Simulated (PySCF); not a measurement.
C2H6O3Si, SMILES CO[SiH2]C(=O)O, GFN2-xTB optimised geometry.

```
12

C      2.24     1.06    -0.24
O      0.98     0.45    -0.19
Si     0.61    -1.11     0.00
C     -1.29    -1.11     0.00
O     -1.95    -2.13     0.01
O     -1.87     0.09     0.00
H      2.77     0.90     0.70
H      2.84     0.65    -1.05
H      2.09     2.13    -0.40
H      1.09    -1.66     1.27
H      1.09    -1.96    -1.09
H     -2.84     0.01     0.01
```

Density from B3LYP/def2-TZVP (PySCF) at that geometry.

Minimum of the electron density along straight lines between bonded atoms, close to the bond critical point (lines longer than 1.1 times the sum of covalent radii, or with two minima, are not listed):

```csv
bond,length / Å,ρ at the minimum / e bohr⁻³,∇²ρ there / e bohr⁻⁵,position (fraction from the first atom)
C1–O2,1.397,0.261,-0.49,0.35
O2–Si3,1.612,(withheld),(withheld),0.59
Si3–C4,1.907,(withheld),0.16,0.39
C4–O5,1.207,0.429,-0.23,0.34
C4–O6,1.333,0.313,-0.60,0.34
C1–H7,1.092,0.286,-1.01,0.64
C1–H8,1.092,0.286,-1.01,0.64
C1–H9,1.090,0.288,-1.04,0.65
Si3–H10,1.466,0.127,0.16,0.49
Si3–H11,1.465,0.128,0.16,0.49
O6–H12,0.974,0.348,-2.34,0.80
```

Q: What belongs in the gaps?

A: 
- O2–Si3, ρ at the minimum / e bohr⁻³: 0.147
- O2–Si3, ∇²ρ there / e bohr⁻⁵: 0.95
- Si3–C4, ρ at the minimum / e bohr⁻³: 0.118
